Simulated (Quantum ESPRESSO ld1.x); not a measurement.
Results of a calculation; reference values are marked as such.
Q: The mean radii <r> (bohr) of the occupied orbitals of an atom or ion are listed with their occupations. Level of theory: Dirac Kohn-Sham, PW91, spin-unpolarised, spherical densities, point nucleus (ld1.x of Quantum ESPRESSO 7.5).

| orbital | occ. | <r> |
|---|---|---|
| 1s1/2 | 2 | 0.04549 |
| 2s1/2 | 2 | 0.2025 |
| 2p1/2 | 2 | 0.1746 |
| 2p3/2 | 4 | 0.1783 |
| 3s1/2 | 2 | 0.5977 |
| 3p1/2 | 2 | 0.6088 |
| 3p3/2 | 4 | 0.6193 |
| 3d3/2 | 4 | 0.6645 |
| 3d5/2 | 6 | 0.6688 |
| 4s1/2 | 1 | 1.681 |
| 6d3/2 | 1 | 8.756 |

Name the element and its charge. Open shells, if any, fill j = l - 1/2 first.

A: Z = 33, arsenic, charge +3: As3+ in [Ar] 3d10 4s1 6d1. The 1s radius gives Z: for a bare nucleus <r> = (2 gamma + 1)/(2Z) with gamma = sqrt(1 - (Z/c)^2), 0.04456 bohr for Z = 33, and screening makes it slightly larger (0.04549 here). The occupations add up to 30, and the charge is Z minus that.
